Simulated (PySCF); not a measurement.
Molfile (atoms numbered from 1):
```
C5H8OSi
     RDKit          3D

 15 14  0  0  0  0  0  0  0  0999 V2000
    3.7234   -0.8781   -0.2087 C   0  0  0  0  0  0  0  0  0  0  0  0
    2.8688   -0.0603   -0.4252 C   0  0  0  0  0  0  0  0  0  0  0  0
    1.5150    1.1696   -0.7435 Si  0  0  0  0  0  4  0  0  0  0  0  0
    0.0498    0.5346   -0.4366 O   0  0  0  0  0  0  0  0  0  0  0  0
   -0.5022   -0.0175    0.6665 C   0  0  0  0  0  0  0  0  0  0  0  0
   -1.7552   -0.4498    0.7009 C   0  0  0  0  0  0  0  0  0  0  0  0
   -2.7037   -0.3859   -0.4506 C   0  0  0  0  0  0  0  0  0  0  0  0
    4.4756   -1.5911   -0.0241 H   0  0  0  0  0  0  0  0  0  0  0  0
    1.7861    2.3264    0.1171 H   0  0  0  0  0  0  0  0  0  0  0  0
    1.3596    1.4528   -2.1626 H   0  0  0  0  0  0  0  0  0  0  0  0
    0.1458   -0.0921    1.5315 H   0  0  0  0  0  0  0  0  0  0  0  0
   -2.1246   -0.8818    1.6185 H   0  0  0  0  0  0  0  0  0  0  0  0
   -3.5779    0.2110   -0.1912 H   0  0  0  0  0  0  0  0  0  0  0  0
   -3.0486   -1.3862   -0.7103 H   0  0  0  0  0  0  0  0  0  0  0  0
   -2.2164    0.0563   -1.3148 H   0  0  0  0  0  0  0  0  0  0  0  0
  1  2  3  0
  2  3  1  0
  3  4  1  0
  4  5  1  0
  5  6  2  0
  6  7  1  0
  1  8  1  0
  3  9  1  0
  3 10  1  0
  5 11  1  0
  6 12  1  0
  7 13  1  0
  7 14  1  0
  7 15  1  0
M  END
```

Geometry: GFN2-xTB; GIAO shifts from PySCF 2.14.0 with density-fitted response routines, gas phase, non-relativistic, averaged over equivalent atoms.

At HF/cc-pVDZ (142 basis functions, 11 s wall time on 1 thread of an Arm Neoverse N1, shared host):
```csv
atoms,δ (ppm)
C5,137.6
C6,111.0
C1,101.0
C2,81.6
C7,11.1
Si3,-48.3
O4,60.1
H11,6.35
H12,4.83
H9/H10,4.54
H8,2.23
H13/H14/H15,1.79
```

Shifts are taken against calculated references (same method and geometry level): $^{13}$C (σ = 204.71 ppm) and $^{29}$Si (σ = 456.46 ppm) and $^{1}$H (σ = 32.24 ppm) vs TMS; H2O for $^{17}$O (σ = 346.67 ppm).

**Question.** Estimate the result of repeating the calculation with PBE0/pcSseg-1.

**Answer.** 
```json
{"atoms": "C5", "δ at PBE0/pcSseg-1": "144.0", "change": "+6.4"}
{"atoms": "C6", "δ at PBE0/pcSseg-1": "114.7", "change": "+3.7"}
{"atoms": "C1", "δ at PBE0/pcSseg-1": "103.8", "change": "+2.8"}
{"atoms": "C2", "δ at PBE0/pcSseg-1": "87.9", "change": "+6.3"}
{"atoms": "C7", "δ at PBE0/pcSseg-1": "11.9", "change": "+0.8"}
{"atoms": "Si3", "δ at PBE0/pcSseg-1": "-51.9", "change": "-3.6"}
{"atoms": "O4", "δ at PBE0/pcSseg-1": "97.5", "change": "+37.4"}
{"atoms": "H11", "δ at PBE0/pcSseg-1": "6.52", "change": "+0.17"}
{"atoms": "H12", "δ at PBE0/pcSseg-1": "4.97", "change": "+0.14"}
{"atoms": "H9/H10", "δ at PBE0/pcSseg-1": "5.09", "change": "+0.55"}
{"atoms": "H8", "δ at PBE0/pcSseg-1": "2.02", "change": "-0.21"}
{"atoms": "H13/H14/H15", "δ at PBE0/pcSseg-1": "1.85", "change": "+0.06"}
```

δ = σ(ref) − σ, references computed at the same level: $^{13}$C (σref 186.93) and $^{29}$Si (σref 349.16) and $^{1}$H (σref 31.72) against TMS; $^{17}$O (σref 336.08) vs H2O.

The largest change is at O4 (oxygen bonded to C, Si). Cost: 166 basis functions, 41 s wall time on 1 thread of an Arm Neoverse N1, shared host. The order of the carbon signals is the same at both levels.

Experimental scales use liquid or dissolved standards, which lie at an offset from isolated H2O (liquid H2O: subtract about 36 ppm).
